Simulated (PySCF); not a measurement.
# Steps of a relaxation of [Nd(O2)]+

[Nd(O2)]+ (singlet in the valence; each metal's 4f electrons, 3 of them, lie in its core potential, out of spins and levels). PySCF 2.14.0, RKS B3LYP, Nd lcecp-1-SVP with ECP49, O def2-SVP; non-relativistic Hamiltonian with scalar-relativistic core potentials where named; density fitting; no spin-orbit coupling. Origin of the start: template. Columns: position (Å) and force (eV/Å). Energies are counted from the last step; some of the 7 steps are shown. Forces carry noise of the integration grid, about 0.01 to 0.03 eV/Å.

Run from Python with OMP_NUM_THREADS=2. Where DIIS fails, smearing, a level shift and second-order steps follow.
It took 9.2 s on 2 threads of Arm Neoverse V1, on a shared host, from the converged density of the start.

```xyz
3
step 0  E = 0.882 eV
Nd    0.0000    0.0000   -0.3948     0.00    0.00    5.62
O     0.7400    0.0000    1.7515    -1.49    0.00   -2.81
O    -0.7400    0.0000    1.7515     1.49    0.00   -2.81
```

```xyz
3
step 2  E = 0.144 eV
Nd    0.0000    0.0000   -0.1658     0.00    0.00   -3.67
O     0.7413    0.0000    1.6370     0.86    0.00    1.83
O    -0.7413    0.0000    1.6370    -0.86    0.00    1.83
```

```xyz
3
step 4  E = 0.000 eV
Nd    0.0000    0.0000   -0.2228     0.00    0.00    0.12
O     0.7433    0.0000    1.6655     0.00    0.00   -0.06
O    -0.7433    0.0000    1.6655     0.00    0.00   -0.06
```

Task: Where does the relaxation end?

Result: It converges at step 6 in C2v:
```xyz
3
step 6  E = 0
Nd    0.0000    0.0000   -0.2204
O     0.7440    0.0000    1.6642
O    -0.7440    0.0000    1.6642
```

Task: How did the contacts change?

Result: 
```
    contact  start (Å)  end (Å)
Nd1–O2 (O2)      2.270    2.026
```


An lcecp potential fixes the number of 4f electrons, so in runs with it no electron can move into or out of that shell.
